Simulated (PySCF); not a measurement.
C₅H₁₁Si, SMILES [CH2][Si](C)(C)C=C, multiplicity 2.

The structure is a stationary point at PBE-D3(BJ)/def2-SVP. The isomer is the one that the SMILES or the coordinates give; other isomers of the formula were not compared. Other conformers were not sampled.

Method: PBE-D3(BJ)/def2-SVP in PySCF.

Frequencies are harmonic and unscaled.

| mode | ν (cm⁻¹) | IR (km/mol) | moving atoms (share of kinetic energy) |
|---|---|---|---|
| 1 | 66 | 0.0 | H 72 %, C 26 % |
| 2 | 79 | 0.0 | H 60 %, C 38 % |
| 3 | 152 | 0.0 | H 89 %, C 10 % |
| 4 | 165 | 0.1 | H 61 %, C 36 % |
| 5 | 168 | 0.0 | H 81 %, C 18 % |
| 6 | 172 | 0.0 | C 56 %, H 44 % |
| 7 | 199 | 0.7 | C 53 %, H 38 %, Si 9 % |
| 8 | 214 | 0.8 | H 45 %, C 37 %, Si 19 % |
| 9 | 220 | 0.8 | C 47 %, H 36 %, Si 17 % |
| 10 | 344 | 4.3 | C 55 %, H 29 %, Si 16 % |
| 11 | 500 | 18.7 | H 67 %, C 32 % |
| 12 | 555 | 33.8 | H 62 %, C 37 % |
| 13 | 574 | 2.7 | C 74 %, H 24 % |
| 14 | 632 | 0.2 | H 81 %, C 19 % |
| 15 | 665 | 23.2 | C 44 %, H 34 %, Si 22 % |
| 16 | 672 | 5.4 | H 45 %, C 41 %, Si 14 % |
| 17 | 715 | 11.9 | C 47 %, H 35 %, Si 18 % |
| 18 | 738 | 12.2 | H 67 %, C 25 %, Si 8 % |
| 19 | 798 | 80.3 | H 50 %, Si 27 %, C 23 % |
| 20 | 809 | 109.4 | H 57 %, C 22 %, Si 21 % |
| 21 | 832 | 94.1 | H 52 %, C 24 %, Si 24 % |
| 22 | 931 | 29.0 | H 72 %, C 28 % |
| 23 | 972 | 9.9 | H 82 %, C 16 % |
| 24 | 1005 | 8.3 | H 93 % |
| 25 | 1207 | 27.1 | H 78 %, C 22 % |
| 26 | 1213 | 12.5 | H 79 %, C 21 % |
| 27 | 1227 | 1.0 | H 74 %, C 26 % |
| 28 | 1319 | 3.2 | H 87 %, C 12 % |
| 29 | 1368 | 7.9 | H 86 %, C 14 % |
| 30 | 1379 | 1.9 | H 95 % |
| 31 | 1380 | 0.6 | H 95 % |
| 32 | 1387 | 4.5 | H 96 % |
| 33 | 1392 | 4.6 | H 95 % |
| 34 | 1615 | 2.3 | C 86 %, H 14 % |
| 35 | 2971 | 5.4 | H 97 % |
| 36 | 2974 | 3.2 | H 97 % |
| 37 | 3040 | 15.6 | H 94 % |
| 38 | 3053 | 10.7 | H 93 % |
| 39 | 3055 | 4.4 | H 95 % |
| 40 | 3071 | 5.9 | H 91 %, C 9 % |
| 41 | 3073 | 3.5 | H 91 %, C 9 % |
| 42 | 3074 | 5.0 | H 91 %, C 9 % |
| 43 | 3075 | 6.6 | H 91 %, C 9 % |
| 44 | 3132 | 12.7 | H 89 %, C 11 % |
| 45 | 3155 | 3.1 | H 90 %, C 10 % |
